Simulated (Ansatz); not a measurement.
Relaxed structures of SiHIO, closed shell (PBE0-D4/def2-TZVP; forces vanish, vibrations not checked; lower isomers may exist, and structures with a doubtful reference or unclear bonds are left out; Å). Computed with Ansatz 0.2.0 (basis: def2-TZVPP); correlated methods freeze the cores. Filled d shells of the heavier atoms are correlated. Core potentials replace the inner electrons of the atoms past krypton. The def2 sets are not built for correlating such inner shells, so the correlated values are less sure here.

(1) Rank them by CCSD(T) energy, lowest first, and give each one's height above the lowest. Links in brackets join atoms within 1.22 times the sum of their covalent radii (1.1 for two metals). (To be estimated.)
A.
a complex of SiO + HI
```
4
angstrom
O -1.0784 0.0333 0.0775
Si -2.5652 0.2960 0.0396
I 2.4341 -0.3739 0.0422
H 0.8143 -0.1954 0.0639
```
B.
SiHIO ([O][SiH][I])
```
4
angstrom
O -1.6168 -0.3416 0.4250
Si -0.2432 0.0867 -0.0412
I 1.8210 -0.9733 0.5555
H 0.0389 1.2282 -0.9393
```
C.
SiHIO ([OH][Si][I])
```
4
angstrom
O -1.4399 -0.4432 0.8228
Si -0.3299 0.2319 -0.1898
I 1.6891 -1.0160 0.5581
H -2.3390 -0.1137 0.7255
```

T1 diagnostic: at most 0.017. The restricted Hartree–Fock reference is unstable towards an unrestricted one at one or more of these structures.

## Answers

(1) Computed: C (0.0 kJ/mol), B (45.9 kJ/mol), A (112.7 kJ/mol). Heights count from the lowest.

For scale, one of the runs: CCSD(T)/def2-TZVPP, 137 basis functions, launched by `ansatz run in.yaml --threads 2 --pin off --events-out ev --progress --plain --max-ram 4352MiB`. Time: 26 s of wall clock on 2 CPU threads of an Arm Neoverse V2; the host was shared. Peak host memory: 0.84 GiB.
